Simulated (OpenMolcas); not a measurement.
# Lines of Co III: computed and rescaled rates

```yaml
Program: OpenMolcas 26.06
Method: "MS-CASPT2, IPEA 0.25 Eh, imaginary shift 0.1 Eh (closed shells correlated: 3s 3p)"
Basis: ANO-RCC-VTZP [6s5p3d2f1g]
Scalar_Hamiltonian: DKH2, point nucleus
Active_space: 7 electrons in 5 orbitals (3d)
State_averaging: 2S+1 = 4 even, 10 roots; 2S+1 = 2 even, 40 roots
Spin-orbit_coupling: RASSI with atomic mean-field integrals over the reference wave functions, term energies averaged over their components
```

Rates come from the transition moments of the reference wave functions (E1 and E2 in the length form). At fixed line strength A goes as λ^-3 for E1 and M1 and as λ^-5 for E2, so a rate at the computed wavelength can be rescaled to the measured one. Measured vacuum wavelengths follow from level energies in Sugar and Corliss, J. Phys. Chem. Ref. Data 10, 1097 (1981). Branching counts decays inside the model space alone, at computed energies, and the table is only a selection of the E2 and M1 lines, drawn from those between levels with measured partners whose computed energy lies within a factor of 1.5 of the measured one.

```
        Upper       Lower  Type  λ computed (nm)  λ measured (nm)  A computed (s-1)  A rescaled (s-1)  Branching %
3d⁷ ²D_5/2(1)  3d⁷ ⁴F_7/2    M1            456.5            450.1          7.87e-01                           78.4
3d⁷ ²D_3/2(1)  3d⁷ ⁴F_5/2    M1              445            438.9          7.71e-01                           54.2
3d⁷ ²D_3/2(1)  3d⁷ ⁴F_3/2    M1            453.6              447          4.05e-01                           28.5
   3d⁷ ²G_9/2  3d⁷ ⁴F_9/2    M1            610.3              589          4.04e-01                           76.3
   3d⁷ ²G_7/2  3d⁷ ⁴F_7/2    M1            612.4            590.8          1.55e-01                           53.1
   3d⁷ ²F_7/2  3d⁷ ²G_7/2    M1            499.6            511.5          1.55e-01                           22.9
   3d⁷ ²H_9/2  3d⁷ ²G_9/2    M1             1435             1549          1.50e-01                           72.3
   3d⁷ ²P_3/2  3d⁷ ⁴P_5/2    M1             2371             2003          1.32e-01                           38.3
   3d⁷ ²F_7/2  3d⁷ ⁴F_9/2    M1            268.8              268          1.29e-01                           19.1
   3d⁷ ²F_5/2  3d⁷ ⁴F_3/2    M1            286.2            284.5          1.29e-01                           26.3
   3d⁷ ²G_9/2  3d⁷ ⁴F_7/2    M1              644            619.7          1.26e-01                           23.7
   3d⁷ ²G_7/2  3d⁷ ⁴F_5/2    M1            636.8            612.9          1.15e-01                           39.3
   3d⁷ ²P_3/2  3d⁷ ⁴P_3/2    M1             2490             2098          6.80e-02                           19.7
   3d⁷ ²P_3/2  3d⁷ ⁴F_5/2    M1            547.6            533.5          6.28e-02                           18.2
   3d⁷ ⁴P_5/2  3d⁷ ⁴F_9/2    E2              644            657.8          6.16e-02          5.54e-02         74.7
  3d⁷ ²H_11/2  3d⁷ ²G_9/2    M1             1599             1741          4.95e-02                           98.3
   3d⁷ ²H_9/2  3d⁷ ²G_7/2    M1             1622             1764          4.64e-02                           22.3
   3d⁷ ⁴P_1/2  3d⁷ ⁴F_3/2    E2            700.6            717.1          3.35e-02          2.98e-02         53.2
   3d⁷ ⁴P_3/2  3d⁷ ⁴F_7/2    E2            672.4            685.5          3.35e-02          3.04e-02         56.3
   3d⁷ ⁴P_1/2  3d⁷ ⁴F_5/2    E2            680.2            696.4          2.54e-02          2.26e-02         40.3
   3d⁷ ⁴F_7/2  3d⁷ ⁴F_9/2    M1            11670            11890          2.13e-02          2.01e-02        100.0
   3d⁷ ⁴P_3/2  3d⁷ ⁴F_5/2    E2            701.9            715.5          1.96e-02          1.78e-02         32.9
   3d⁷ ⁴P_5/2  3d⁷ ⁴F_7/2    E2            681.6            696.3          1.49e-02          1.34e-02         18.0
   3d⁷ ⁴F_5/2  3d⁷ ⁴F_7/2    M1            15980            16390          1.42e-02          1.32e-02        100.0
   3d⁷ ⁴F_3/2  3d⁷ ⁴F_5/2    M1            23380            24070          5.08e-03          4.66e-03        100.0
```

Spin-changing lines and M1 lines between different terms are not rescaled, since their strength hangs on the term gaps too.

The largest correction is for 3d⁷ ⁴P_1/2 → 3d⁷ ⁴F_5/2 (E2): 2.54e-02 × (680.2 / 696.4)^5 = 2.26e-02 s-1, a factor of 0.89.

The computed rate and branching of 3d⁷ ⁴F_7/2 → 3d⁷ ⁴F_9/2 give the upper level a radiative lifetime of 1.000 / 2.13e-02 s-1 = 4.69e+01 s, counting decays inside the model space alone. The rescaled rate gives about 5.0e+01 s.

These are rates of the free ion; in crystals, glasses and complexes forced electric-dipole and non-radiative decay shorten such lifetimes by orders of magnitude. No measured rate stands beside these. Rescaling mends the energy factor alone: line strengths can still be far off where a level mixes with configurations outside the active space, and weak or spin-changing lines hang on small mixing coefficients that depend on the term gaps too, so rescaling need not improve them.

CASPT2 does not keep the components of a term degenerate, so their means are used; among the terms shown or strongly mixed into the levels shown the widest spread is 970 cm-1 (3d⁷ ⁴F). The CASPT2 spread within a term exceeds the gap to the next term for 3d⁷ ²H and 3d⁷ ²D(1), so the order of their levels is uncertain. Measured partners are found by configuration, term and J. A level has none where our copy of the source lacks it or the pairing is in doubt (some pairs that miss far off the trend of their configuration count as doubtful). Levels of configurations outside the active space are missing.

A number in round brackets counts repeated terms of one configuration in the order of the reference energies.
